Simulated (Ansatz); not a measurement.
Saddle point of CH7GaS, closed shell (CH₅Ga ([CH3][GaH2]) + H₂S → GaH₃S ([SH][GaH2]) + CH₄; bonds formed: C2–H5; dative contacts that become bonds: Ga1–S6; bonds broken: Ga1–C2, H5–S6), PBE0-D4/def2-TZVP structure:

```
10
angstrom
Ga -0.9049 0.2181 0.7059
C 0.4835 0.7047 -0.8572
H -2.1886 -0.4070 0.0813
H -0.7507 1.2600 1.8537
H 0.7229 -0.4564 0.1029
S 0.6715 -1.6017 1.2344
H -0.1421 1.5660 -1.1295
H 1.4706 1.1102 -0.6266
H 0.5382 0.0697 -1.7431
H 0.0996 -2.4636 0.3782
```

Energies are electronic, without zero-point energy. Barriers and step energies count from the start structure reached by relaxing down the imaginary mode; all methods use the PBE0-D4 structures, on which another method's saddle can fall below an end. Program: Ansatz 0.2.0. Basis: def2-TZVPP, with def2-QZVPP for the basis limit. Cores are frozen in the correlated methods. Filled d shells of the heavier atoms are correlated. The def2 sets are not built for correlating such inner shells, so the correlated values are less sure here. B3LYP uses VWN-RPA correlation. Extrapolation: Hartree–Fock as exp(−7.88 √X), correlation as X^−2.97.

```csv
method,barrier (kJ/mol),step energy (kJ/mol)
SPW92,44.7,-67.1
PBE-D4,62.6,-83.4
BLYP-D4,78.9,-89.2
r2SCAN-D4,69.3,-85.8
B97M-V,82.9,-92.8
PBE0-D4,75.9,-84.4
B3LYP-D4,88.5,-89.5
r2SCAN0-D4,79.9,-86.5
BHLYP-D4,105.6,-91.5
CAM-B3LYP-D4,96.2,-86.2
wB97X-V,?,-84.9
wB97M-V,93.7,-84.6
B2PLYP,?,-90.1
PBE-QIDH,86.2,-84.4
RPA on PBE,?,-80.3
HF,143.4,-107.7
MP2,87.3,-83.2
CCSD,105.2,-84.7
CCSD(T),95.2,-82.7
```

**Question.** Fill in the withheld barriers. (An estimate is asked for; the value comes from the calculation.)

**Answer.** By the calculation: RPA on PBE 96.4; wB97X-V 96.6; B2PLYP 91.9 kJ/mol. Each is the energy of the saddle less that of the start structure, by the same method.

For comparison, the barrier by CCSD(T) at an estimated basis limit (MP2 extrapolated from triple and quadruple zeta, plus CCSD(T) − MP2 in triple zeta) is 89.6 kJ/mol.

No T1 diagnostic of these runs exceeds 0.013.

Exchanges of this kind with a chalcogen hydride build sulfide and selenide films.

Labels in which every atom is bracketed show which atoms are joined, not bond orders.

For scale, one of the runs: CCSD(T)/def2-TZVPP, 219 basis functions, launched by `ansatz run in.yaml --threads 4 --pin off --events-out ev --progress --plain --max-ram 9574MiB`. Hardware: 4 CPU threads of an Arm Neoverse V2, shared host. Wall time 73 s; peak host memory 3.1 GiB.
